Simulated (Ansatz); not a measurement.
`CC[Si](N)(N)F` + `C#COC=C` → `C=C[Si](N)(N)F` + `C#COCC`  (formal exchange of groups at the Si–C bond)

Computed with Ansatz on PBE0-D4/def2-TZVP structures; ΔE is electronic, products minus reactants. CCSD(T)/CBS adds triple-zeta CCSD(T) − MP2 to the extrapolated MP2 energy (def2 sets, frozen cores). DFT in def2-TZVPP. B3LYP here is the variant with VWN-RPA as its local correlation; programs differ in this. Each species was taken in one conformer, which may not be the lowest.

CCSD(T)/CBS gives -0.7 kcal/mol.

Task: Another level gave -0.1 kcal/mol. Which?
A. PBE/def2-TZVPP
B. HF/def2-TZVPP
C. B3LYP-D4/def2-TZVPP
D. SCS-MP2/def2-TZVPP

Result: C. B3LYP-D4 -0.1, PBE 1.0, HF/def2-TZVPP -3.4, SCS-MP2/def2-TZVPP -1.1 kcal/mol.

Largest T1 diagnostic among the species: 0.013.

In def2-TZVPP, CCSD(T) changes the Hartree–Fock value by +2.5 kcal/mol (the triples alone add +0.2 kcal/mol) and MP2 by +3.1 kcal/mol.
